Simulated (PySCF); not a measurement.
C3H11BO4Si, SMILES C[Si](O)(O)CCB(O)O, GFN2-xTB optimised geometry. Atoms within 1.6 Å of the plane z = 0.0 Å (x, y, z in Å): Si1 (2.25, 0.47, 1.29), O3 (2.65, 1.59, 0.18), O4 (2.96, -0.91, 0.76), C5 (0.35, 0.36, 1.31), C6 (-0.22, -0.22, 0.00), B7 (-1.82, -0.22, 0.00), O8 (-2.49, -1.39, 0.02), O9 (-2.56, 0.93, 0.00), H13 (3.44, 1.46, -0.34), H14 (2.78, -1.74, 1.19), H15 (-0.07, 1.35, 1.47), H17 (0.16, -1.23, -0.14), H18 (0.16, 0.38, -0.83), H19 (-3.44, -1.30, 0.04), H20 (-2.05, 1.74, -0.01).

Computed with PBE0/def2-SVP run with PySCF. Cells within 0.4 Å of a nucleus heavier than hydrogen are left out (blank, or x).

Map of the deformation density (molecule minus spherical neutral atoms) (e/bohr³) on the plane z = 0.0 Å:

```
|22222222222222222222222222222|
|22222222222222222222222222222|
|22222222222222222222222222222|
|22222222222222222222222222222|
|22222222222222222222222222222|
|22222222222222222222222222222|
|22222222222222222222222222222|
|22222221111222222222222222222|
|22222211101122222222322112222|
|22222211100112222223653211222|
|22222222871111111123xx7411222|
|2222224xx41111111113634211222|
|2222224xx41111111112321111222|
|22222211872221221111111112222|
|222221113xx77xx11111111122222|
|222211113xx88xx21111222222222|
|22211123872335951112233222222|
|2221029xx31113851112233222222|
|2221016xx21111211122222222222|
|22211112531111111222211222222|
|22221112222222222222222222222|
|22222222222222222222222222222|
|22222222222222222222222222222|
|22222222222222222222222222222|
|22222222222222222222222222222|
|22222222222222222222222222222|
|22222222222222222222222222222|
|22222222222222222222222222222|
|22222222222222222222222222222|
```
Scale: ten equal steps from -0.024 (start of '0') to 0.085 (end of '9'), in the order '0123456789'; x runs from -5.50 to 5.50, y from -5.50 (bottom) to 5.50 (top).
